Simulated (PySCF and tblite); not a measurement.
Values are calculated unless marked as measured or tabulated.
Molecule: C4H11GaO, numbered as in [CH3:1][O+:2]1[CH2:3][CH2:4][CH2:5][GaH2-:6]1.

The mean out-of-plane torsion at O2 (0° is planar) is held and the rest relaxed at GFN2-xTB. Energies: PBE0/pcSseg-1 + D3(BJ). Programs: tblite and PySCF.

Spin–orbit effects of heavy atoms are missing.

GFN2-xTB profile:

(out-of-plane angle °, kcal/mol): (-16, 0.03), (-13, 0.00), (-9, 0.03), (-5, 0.11), (0, 0.25), (4, 0.46), (8, 0.73), (12, 1.02), (16, 1.36)

(1) Give the DFT energy and dipole along the out-of-plane angle.

(2) Where is the lowest sampled point, and what does the planar form cost?

Results:

(1) 
| out-of-plane angle ° | E kcal/mol | dipole D |
| --- | --- | --- |
| -16 | 0.00 | 3.91 |
| -13 | 0.14 | 3.95 |
| -9 | 0.36 | 3.97 |
| -5 | 0.64 | 3.99 |
| 0 | 0.91 | 3.99 |
| 4 | 1.19 | 3.97 |
| 8 | 1.49 | 3.95 |
| 12 | 1.74 | 3.90 |
| 16 | 2.02 | 3.86 |

(2) At -16°; the point at 0° lies 0.91 kcal/mol above it.
